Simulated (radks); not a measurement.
The germanium ion Ge11+, configuration [Ar] 3d3.

Calculated with a radial shooting solver on a logarithmic mesh with Libxc functionals: scalar-relativistic Kohn-Sham, PBE, spin-polarised, spherical densities, finite nucleus; open shells are filled with parallel spins first; Fermi nuclear charge, rms radius 4.0742 fm.

Energy parts (hartree):
part                       energy
total                 -2047.99491
kinetic                2086.57945
electron-nucleus      -4693.86860
Hartree                 628.87860
exchange-correlation    -69.58435

Orbitals (lengths in bohr, moments of r in powers of bohr; r(max) is where P^2 peaks):
| orbital | occ. | eigenvalue (hartree) | r(max) |
|---|---|---|---|
| 1s up | 1 | -414.2948 | 0.03073 |
| 1s down | 1 | -414.2945 | 0.03073 |
| 2s up | 1 | -62.14547 | 0.1761 |
| 2s down | 1 | -61.99811 | 0.1759 |
| 2p up | 3 | -55.77476 | 0.1413 |
| 2p down | 3 | -55.66467 | 0.1412 |
| 3s up | 1 | -16.47629 | 0.5212 |
| 3s down | 1 | -16.25100 | 0.5223 |
| 3p up | 3 | -14.47522 | 0.5141 |
| 3p down | 3 | -14.24882 | 0.5156 |
| 3d up | 3 | -11.30683 | 0.4441 |
| 3d down | 0 | -11.05713 | 0.4472 |

The highest occupied level is 3d up at -307.67 eV. The spin density at the nucleus is -1.737 e/bohr^3 (1s -0.121, 2s -5.343, 3s 3.727). For comparison, the ionisation energy in NIST's Atomic Spectra Database is 326 eV (theoretical). In exact Kohn-Sham theory the highest level is minus the ionisation energy, but local and semilocal functionals leave it too shallow, through self-interaction and a potential that decays too fast; potentials with the right tail come closer. The density falls to 0.001 e/bohr^3 at r = 1.64 bohr. Summed over all electrons, <r^2> = 4.518 bohr^2, which gives a Langevin (diamagnetic) susceptibility term of -3.58 x 10^-6 cm^3/mol. Spin moment in Bohr magnetons: 3. The electron density at the nucleus is 3.215e+04 e/bohr^3 (large components only).
